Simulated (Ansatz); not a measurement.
SnHBr₃. Charge 0, multiplicity 1. Geometry PBE0-D4/def2-SVP.

```xyz
5

Sn   -0.044   -0.061    0.169
H    -0.452   -0.620    1.726
Br    2.408   -0.067   -0.150
Br   -0.860    2.248   -0.174
Br   -1.051   -1.501   -1.571
```

In the def2 sets Sn takes a core potential; there is no spin–orbit coupling.

Estimate the orbital energies around the gap (eV) in Ansatz with LDA (SPW92)/def2-TZVP, PBE-D4/def2-TZVPD, BLYP-D4/def2-TZVP, r2SCAN-D4/def2-TZVP, r2SCAN-D4/def2-TZVPD.


```json
{"orbital": "HOMO−5", "LDA (SPW92)/def2-TZVP": "-7.95", "PBE-D4/def2-TZVPD": "-7.82", "BLYP-D4/def2-TZVP": "-7.60", "r2SCAN-D4/def2-TZVP": "-8.15", "r2SCAN-D4/def2-TZVPD": "-8.16"}
{"orbital": "HOMO−4", "LDA (SPW92)/def2-TZVP": "-7.95", "PBE-D4/def2-TZVPD": "-7.82", "BLYP-D4/def2-TZVP": "-7.60", "r2SCAN-D4/def2-TZVP": "-8.15", "r2SCAN-D4/def2-TZVPD": "-8.16"}
{"orbital": "HOMO−3", "LDA (SPW92)/def2-TZVP": "-7.75", "PBE-D4/def2-TZVPD": "-7.63", "BLYP-D4/def2-TZVP": "-7.43", "r2SCAN-D4/def2-TZVP": "-7.96", "r2SCAN-D4/def2-TZVPD": "-7.97"}
{"orbital": "HOMO−2", "LDA (SPW92)/def2-TZVP": "-7.69", "PBE-D4/def2-TZVPD": "-7.56", "BLYP-D4/def2-TZVP": "-7.35", "r2SCAN-D4/def2-TZVP": "-7.89", "r2SCAN-D4/def2-TZVPD": "-7.90"}
{"orbital": "HOMO−1", "LDA (SPW92)/def2-TZVP": "-7.69", "PBE-D4/def2-TZVPD": "-7.56", "BLYP-D4/def2-TZVP": "-7.35", "r2SCAN-D4/def2-TZVP": "-7.89", "r2SCAN-D4/def2-TZVPD": "-7.90"}
{"orbital": "HOMO", "LDA (SPW92)/def2-TZVP": "-7.54", "PBE-D4/def2-TZVPD": "-7.41", "BLYP-D4/def2-TZVP": "-7.20", "r2SCAN-D4/def2-TZVP": "-7.74", "r2SCAN-D4/def2-TZVPD": "-7.75"}
{"orbital": "LUMO", "LDA (SPW92)/def2-TZVP": "-3.87", "PBE-D4/def2-TZVPD": "-3.63", "BLYP-D4/def2-TZVP": "-3.53", "r2SCAN-D4/def2-TZVP": "-3.45", "r2SCAN-D4/def2-TZVPD": "-3.48"}
{"orbital": "LUMO+1", "LDA (SPW92)/def2-TZVP": "-1.90", "PBE-D4/def2-TZVPD": "-1.68", "BLYP-D4/def2-TZVP": "-1.46", "r2SCAN-D4/def2-TZVP": "-1.32", "r2SCAN-D4/def2-TZVPD": "-1.39"}
{"orbital": "LUMO+2", "LDA (SPW92)/def2-TZVP": "-1.90", "PBE-D4/def2-TZVPD": "-1.68", "BLYP-D4/def2-TZVP": "-1.46", "r2SCAN-D4/def2-TZVP": "-1.32", "r2SCAN-D4/def2-TZVPD": "-1.39"}
{"orbital": "LUMO+3", "LDA (SPW92)/def2-TZVP": "-0.35", "PBE-D4/def2-TZVPD": "-0.65", "BLYP-D4/def2-TZVP": "0.05", "r2SCAN-D4/def2-TZVP": "0.20", "r2SCAN-D4/def2-TZVPD": "-0.11"}
{"orbital": "LUMO+4", "LDA (SPW92)/def2-TZVP": "1.54", "PBE-D4/def2-TZVPD": "-0.16", "BLYP-D4/def2-TZVP": "1.72", "r2SCAN-D4/def2-TZVP": "2.35", "r2SCAN-D4/def2-TZVPD": "0.31"}
{"orbital": "LUMO+5", "LDA (SPW92)/def2-TZVP": "1.54", "PBE-D4/def2-TZVPD": "0.41", "BLYP-D4/def2-TZVP": "1.77", "r2SCAN-D4/def2-TZVP": "2.35", "r2SCAN-D4/def2-TZVPD": "0.98"}
```
